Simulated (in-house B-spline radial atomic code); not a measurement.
How numerical settings move a run on Zr IV (Zr3+), [Kr] 4d1. Computed with a B-spline radial code for spherical atoms: Dirac-Kohn-Sham BLYP, spherical fractional occupations, Fermi nucleus of rms radius 4.2694 fm.

Command:
```bash
python run_scf.py task.json out
```
Settings of the sound reference run:
```
Z                40
electrons        37
configuration    [Kr] 4d1
hamiltonian      dirac
method           b88,lyp
spin_polarised   False
nucleus          fermi
rms_radius       4.2694
mass_number      90
atomic_mass      89.9047
speed_of_light   137.036
knot_spacing     0.22
spline_order     8
gauss_points     12
box_radius       16.22
max_iterations   70
damping          0.5
damped_steps     3
diis_vectors     10
tolerance        1e-08
start            Thomas-Fermi
```

Cost of the run: 1.3 s on 1 thread of Arm Neoverse V1, on a shared host.

It converges in 9 iterations to -3597.857833 hartree, with 4d5/2 at -28.0519 eV. The other runs change the listed settings, some to values that make no sense; their results aren't properties of the atom or ion. Radii are in bohr (the nuclear one in fm), a minus after a letter asks for a j subshell, and «unchanged» means within 1e-8 hartree. The run stops when the residual is below 10 × tolerance × max(1, Z/10), or a noise floor if that is larger, and the energy moves by less than 1e-8 × √|E| hartree; so very loose and very tight tolerances often act alike.

| changed settings | outcome |
| --- | --- |
| knot_spacing = 2, box_radius = 1.62, first_knot = 0.0025, max_iterations = 75 | converged in 8 iterations, energy +2.17e+01 hartree from the reference, 4d5/2 level +9.9e+01 eV (the program warns: 4d5/2 has a positive eigenvalue: unbound, held by the box; 4p1/2 has a positive eigenvalue: unbound, held by the box) |
| tolerance = 1e-06 | converged in 8 iterations, energy unchanged, 4d5/2 level -1.1e-04 eV |
| method = hf, spin_polarised = True | stopped with error: spin polarisation is not served with the Dirac Hamiltonian |
| box_radius = 8.11 | converged in 9 iterations, energy +3.57e-06 hartree from the reference, 4d5/2 level +3.4e-04 eV (the program warns: 4d5/2 reaches the box edge; 4d3/2 reaches the box edge) |
| max_iterations = 2 | not converged after 2 iterations, last residual 2.3e-01, last energy +1.50e+00 hartree from the reference |
| box_radius = 1.62 | converged in 8 iterations, energy +1.55e+01 hartree from the reference, 4d5/2 level +9.9e+01 eV (the program warns: 4d5/2 has a positive eigenvalue: unbound, held by the box; 4p1/2 has a positive eigenvalue: unbound, held by the box) |
| box_radius = 0.97 | converged in 8 iterations, energy +1.46e+02 hartree from the reference, 4d5/2 level +5.3e+02 eV (the program warns: 4d5/2 has a positive eigenvalue: unbound, held by the box; 3d3/2 has a positive eigenvalue: unbound, held by the box) |
| electrons = 47, configuration = [Kr] 4d11, max_iterations = 50 | stopped with error: shell 4d holds at most 10 electrons |
| box_radius = 3.24 | converged in 9 iterations, energy +1.79e-01 hartree from the reference, 4d5/2 level +4.3e+00 eV (the program warns: 4d5/2 reaches the box edge; 4s1/2 reaches the box edge) |
| electrons = 38, configuration = [Kr] 4d1 5p-1, max_iterations = 60 | converged in 9 iterations to -3598.4630 hartree, a different physical problem |
| max_iterations = 5, damped_steps = 8, diis_vectors = 2, tolerance = 0.01 | not converged after 5 iterations, last residual 3.7e-03, last energy +3.52e-04 hartree from the reference |
| spline_order = 5, gauss_points = 16, max_iterations = 3 | not converged after 3 iterations, last residual 4.3e-02, last energy +5.16e-02 hartree from the reference |
| box_radius = 2.43 | converged in 9 iterations, energy +1.51e+00 hartree from the reference, 4d5/2 level +1.9e+01 eV (the program warns: 4d5/2 reaches the box edge; 3p1/2 reaches the box edge) |

Question: What happens with box_radius = 0.97, first_knot = 2.5e-05, max_iterations = 3, damping = 0.8?

Answer: Not converged after 3 iterations, last residual 1.4e-01, last energy +1.46e+02 hartree from the reference.

Question: What happens with box_radius = 0.65?

Answer: Converged in 7 iterations, energy +6.27e+02 hartree from the reference, 4d5/2 level +1.6e+03 eV (the program warns: 4d5/2 has a positive eigenvalue: unbound, held by the box; 3s1/2 has a positive eigenvalue: unbound, held by the box).

Question: What happens with knot_spacing = 0.3, spline_order = 4, max_iterations = 60, start = bare nucleus?

Answer: Converged in 10 iterations, energy +1.17e-02 hartree from the reference, 4d5/2 level -1.9e-03 eV.

Question: What happens with max_iterations = 5?

Answer: Not converged after 5 iterations, last residual 5.1e-03, last energy +6.26e-04 hartree from the reference.
